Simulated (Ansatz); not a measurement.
C2H7AlSi, SMILES `C[CH]1[AlH][SiH2]1`. Total charge 0; spin multiplicity 1.

Cartesian coordinates in Å:
```
C 1.208 -0.863 -0.462
C -0.004 0.042 -0.392
Al -1.943 -0.074 -0.219
Si -0.470 1.172 1.084
H 2.146 -0.298 -0.491
H 1.252 -1.515 0.414
H 1.185 -1.510 -1.344
H -0.038 0.736 -1.262
H -3.224 -0.778 -0.830
H 0.024 2.579 1.126
H -0.137 0.507 2.377
```

Problem. List the harmonic frequencies (cm⁻¹, unscaled) at PBE0-D4/def2-TZVP in Ansatz. (Best estimate.)

Solution. Computed: 164, 200, 214, 327, 377, 398, 432, 534, 576, 627, 690, 820, 919, 951, 1069, 1123, 1259, 1400, 1483, 1491, 1921, 2181, 2195, 2900, 3027, 3086, 3107.

Problem. Is this a minimum?

Solution. Yes, all 27 modes are real.

Problem. Give the ideal-gas thermochemistry at 298.15 K and 1 bar (rigid rotor, harmonic oscillator; point group C1, symmetry number 1).

Solution. Zero-point energy 200.2 kJ/mol; H(298) − E = 220.4 kJ/mol; entropy 329.8 J/(mol·K), of which translation 164.4, rotation 110.0, vibration 55.4; G(298) − E = 122.1 kJ/mol.
